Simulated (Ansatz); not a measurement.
Consider the formal exchange of groups at a C–Si bond: `O[SiH2]/C=C/[SiH3]` + `[SiH3]Cl` → `[SiH3]/C=C\[SiH2]Cl` + `O[SiH3]`.

Isolated molecules relaxed with PBE0-D4/def2-TZVP in Ansatz; ΔE leaves out vibrations. CCSD(T)/CBS adds triple-zeta CCSD(T) − MP2 to the extrapolated MP2 energy (def2 sets, frozen cores). This one scheme is used for every species. Double bonds are as drawn, so ΔE can hold a change between cis and trans. Each species was taken in one conformer, which may not be the lowest.

```csv
species,CCSD(T)/CBS(def2) energy (Eh)
`O[SiH2]/C=C/[SiH3]`,-734.27080
`[SiH3]Cl`,-750.69636
`[SiH3]/C=C\[SiH2]Cl`,-1118.27306
`O[SiH3]`,-366.69042
```

Work out ΔE.

ΔE = (-1118.27306) + (-366.69042) − (-734.27080) − (-750.69636) = 0.00368 Eh = +2.3 kcal/mol.

Largest T1 diagnostic among the species: 0.012.

In def2-TZVPP, CCSD(T) changes the Hartree–Fock value by −1.6 kcal/mol (the triples alone add −0.3 kcal/mol) and MP2 by −1.9 kcal/mol. The D4 term adds −1.5 kcal/mol with B3LYP and −0.8 kcal/mol with PBE0; it sums over pairs of atoms, weighted by their polarisabilities, and B3LYP, whose exchange is more repulsive, gets the larger term.

B3LYP here is the variant with VWN-RPA as its local correlation; programs differ in this.
